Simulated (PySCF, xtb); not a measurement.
Se(OH)(OSiH3) (H₄O₂SeSi), SMILES O[Se]O[SiH3].

GFN2-xTB run with xtb 6.7.1 at its own geometry gives an orbital gap of 3.16 eV and a dipole moment of 2.54 D.

Coordinates come from a PBE-D3(BJ)/def2-SVP optimisation. This is a generated structure with no PubChem entry under its InChIKey; it may be hypothetical. One conformer was computed; it need not be the lowest.

### Question
What does ωB97X/def2-TZVP (PySCF) give? (The exact figures need the calculation; the answer reports its results.)

### Answer
gap 9.95 eV (levels -9.14 and 0.81 eV), dipole 2.30 D.
